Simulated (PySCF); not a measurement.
Iron: a sound run and one with changed settings

Sound run: Fe [Ar] 3d6 4s2, Fe+ [Ar] 3d6 4s1. All numbers are calculated (PySCF 2.14, scalar relativity by spin-free X2C-1e, in x2c-TZVPall (6s5p4d1f, 48 functions)). In the sound run the correlated levels freeze [Ar]. The sound run starts from symmetry-adapted Hartree-Fock orbitals and uses a fine grid where one is needed.

A second run was set up differently.

```json
{"species": "Fe", "method": "MP2", "sound run (hartree)": "-1271.48427", "changed run (hartree)": "-1271.76893", "converged": "yes"}
{"species": "Fe+", "method": "MP2", "sound run (hartree)": "-1271.21433", "changed run (hartree)": "-1271.49519", "converged": "yes"}
```

Ionisation energy of Fe:

| method | sound run (eV) | changed run (eV) |
| --- | --- | --- |
| UHF | 6.438 | 6.438 |
| MP2 | 7.345 | 7.449 |
| SCS-MP2 | 7.501 | 7.517 |

(1) What was changed?
A. too few SCF iterations
B. all electrons correlated in a valence basis
C. minimal basis
D. basis contracted for another Hamiltonian

Answers

(1) B. A valence basis has no tight correlating functions, so it recovers only part of the core correlation, and not evenly between atom and ion.
